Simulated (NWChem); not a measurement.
System: CH$_{2}$F$_{2}$O$_{2}$Si; SMILES OC(=O)[SiH](F)F

NWChem input:

```
start job
memory heap 200 mb stack 900 mb global 1100 mb
geometry units angstroms noautoz
  O      1.285964     1.471835     0.000000
  C      0.132028     1.105583     0.000000
  O     -0.920339     1.960379     0.000000
  Si    -0.405183    -0.732545     0.000000
  F      0.239800    -1.408007    -1.298437
  F      0.239800    -1.408007     1.298437
  H     -0.552943     2.869312     0.000000
  H     -1.864116    -0.943230     0.000000
end
basis spherical
  O library 6-31g*
  C library 6-31g*
  Si library 6-31g*
  F library 6-31g*
  H library 6-31g*
end
dft
  xc xpbe96 cpbe96
  iterations 150
  mulliken
end
task dft energy
```

The geometry was optimised at B3LYP/6-31G* (spherical d).

Problem. Predict the main results of this run. (PBE/6-31G* (spherical d).) Quantities: energy (Ha); highest occupied level (eV); orbital gap (eV); dipole (D).

Solution. 
```
Quantity                      Result
---------------------------  -------
energy (Ha)                  -678.49
highest occupied level (eV)    -6.43
orbital gap (eV)                4.36
dipole (D)                      2.49
```
